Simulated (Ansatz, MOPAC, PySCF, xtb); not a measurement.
Dissociation curve of SMILES B, singlet. The B1–H4 bond (B1 also carries H, H; H4 carries nothing else) is pulled apart rigidly from the PBE0/def2-TZVP optimised geometry. Each curve is given relative to its own lowest point near equilibrium.

```
R / Å      A      B      C      D
-----  -----  -----  -----  -----
0.89   1.991  1.850  1.268  1.901
0.97   0.921  0.791  0.586  0.874
0.99   0.735  0.616  0.462  0.696
1.07   0.234  0.170  0.127  0.217
1.12   0.076  0.044  0.028  0.068
1.16   0.015  0.003  0.000  0.012
1.19   0.000  0.000  0.006  0.000
1.24   0.024  0.037  0.059  0.027
1.27   0.062  0.081  0.114  0.066
1.30   0.116  0.137  0.185  0.120
1.39   0.345  0.367  0.472  0.347
1.47   0.609  0.622  0.800  0.607
1.61   1.140  1.119  1.472  1.128
1.76   1.741  1.674  2.252  1.711
1.97   2.558  2.437  3.328  2.481
2.14   3.165  3.011  4.124  3.026
2.36   3.863  3.667  5.017  3.602
2.61   4.534  4.275  5.833  4.071
2.92   5.200  4.830  6.588      —
3.23   5.715  5.201  7.123      —
3.58   6.153      —  7.543      —
4.20   6.650      —  8.006      —
```

Energies in eV.

Question: Match the curves with the methods GFN1-xTB (xtb); PM7, restricted, heats of formation run with MOPAC; CCSD(T) on RHF/cc-pVTZ, frozen core in Ansatz (a first-principles code); restricted B3LYP/6-31G*, spherical d (PySCF).

Answer: A is RKS-B3LYP/6-31G*; B is GFN1-xTB; C is PM7; D is RCCSD(T).

Dashes: no converged value, or the column stops at the first point that the program doubted or that broke a chosen test of continuity, which isn't proof of a fault.

The T1 diagnostic of CCSD on the restricted reference of RCCSD(T) exceeds 0.045 at 2.61 to 4.20 Å. The restricted form behind RKS-B3LYP/6-31G*, PM7 keeps the bonding electrons paired and can't separate into open-shell fragments.
